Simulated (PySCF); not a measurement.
# Spinor energies of In⁺ (indium, charge +1)

Start: [Kr] 4d9 5s2 5p1; 4d3/2 filled at m_j = -3/2, -1/2, +1/2, +3/2; 4d5/2 filled at m_j = -3/2, -1/2, +1/2, +3/2, +5/2; 5p3/2 filled at m_j = +3/2. Calculated with PySCF 2.14 in x2c-SVPall-2c with one added diffuse shell each of s, p type (7s9p4d, 54 functions): generalised Hartree-Fock with the X2C-1e Hamiltonian and a Gaussian nucleus; one run each with spin-orbit coupling (SO) switched off, then screened by Boettger's factors. This is a chosen level, not necessarily the ground level.

```csv
spinor shell,electrons,"ε, spin-free (eV)","ε, screened SO (eV)",weight of nominal j (screened SO),"rms radius, screened SO (bohr)"
1s1/2,2,-28096.8,-28094.6,1.000,0.0341
2s1/2,2,-4313.6,-4313.0,1.000,0.139
2p1/2,2,-3867.8,-4014.3,1.000,0.120
2p3/2,4,-3867.8,-3800.7,1.000,0.125
3s1/2,2,-872.85,-872.74,1.000,0.371
3p1/2,2,-722.96,-750.34,1.000,0.364
3p3/2,4,-722.96,-710.42,1.000,0.376
3d3/2,4,-490.69,-495.59,0.999,0.350
3d5/2,6,-490.69,-487.37,0.999,0.353
4s1/2,2,-160.98,-161.02,1.000,0.903
4p1/2,2,-113.25,-118.88,0.990,0.964
4p3/2,4,-113.25,-110.71,0.995,0.987
4d3/2,4,-42.708,-43.520,0.906,1.24
4d5/2,5,-42.708,-42.237,0.925,1.25
5s1/2,2,-20.519,-20.561,0.999,2.60
5p3/2,1,-14.037,-13.860,1.000,3.24
```

```csv
quantity,spin-free,screened SO
E (hartree),-5876.12508,-5877.38282
M_J,4,4
⟨J²⟩,20.013,20.013
⟨L²⟩,12.010,12.024
⟨S²⟩,2.003,2.017
```

Each row is a mean over spinors that exchange with the open shell spreads, by up to 6.479 eV (4p3/2).

Breit and QED terms are absent; they matter most for the inner s and p1/2 levels.

Densities and radii are taken from the X2C orbitals without a picture-change correction, which distorts them close to the nucleus.

Without spin-orbit coupling the j labels of p, d and f shells carry no meaning; the spin-free column gives the mean over the occupied spinors of each nl shell.
